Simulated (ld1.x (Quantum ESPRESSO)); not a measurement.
# cerium (Ce), TM: configuration errors across variants

- Element: cerium (Ce)
- Generator: ld1.x (Quantum ESPRESSO) 7.5
- Type: norm-conserving Troullier–Martins (Kleinman–Bylander form)
- Functional: PBE
- Relativity: scalar-relativistic
- Frozen core: [Xe] 4f1
- Valence charge: 3
- Reference configuration: 5d1 6s1.5 6p0.5
- Partial waves: 6s (bound): rc 3.30 bohr; 5d (bound): rc 3.55 bohr; 5f channel at 0.2 Ry: rc 3.35 bohr; 6p (bound): rc 3.45 bohr
- Local potential: the p channel
- Core correction: Bessel-smoothed model core inside 2.35 bohr

All-electron excitation energies from the reference (eV): (1) 5d1 6s2 6p0 -1.211; (2) 5d1 6s1 6p0 4.859; (3) 5d1 6s0 6p0 15.940; (4) 5d1 6s1.5 6p0 1.230; (5) 5d1 6s0 6p2 3.787; (6) 5d1 6s0 6p1 7.909; (7) 5d2 6s1 6p0 -0.318.

4 further variants failed, have other tests or another functional or relativity, and are left out.

A true bound ghost makes a file unfit for plane-wave use even where its test errors are small: the radial tests pick states by their node count and pass the ghost by.

Errors AE − PS in meV (a dash: test not solved or not reliable):

| change | (1) | (2) | (3) | (4) | (5) | (6) | (7) | bound ghosts |
| --- | --- | --- | --- | --- | --- | --- | --- | --- |
| base | -1.2 | -6.3 | -52 | -1.0 | -8.0 | 0.0 | -79 | s |
| core correction Bessel-smoothed model core inside 2.38 bohr | -1.2 | -6.3 | -52 | -1.0 | -8.0 | 0.0 | -79 | s |
| wave 5f channel at 0.2 Ry: rc 3.35 bohr becomes 5f channel at 0.2 Ry: rc 2.46 bohr | -1.2 | -6.3 | -52 | -1.0 | -8.0 | 0.0 | -79 | s |

Give the same row for: wave 5d (bound): rc 3.55 bohr becomes 5d (bound): rc 4.40 bohr.

-1.3, -6.6, -58, -0.9, -8.7, -1.3, -54; bound ghosts: s.
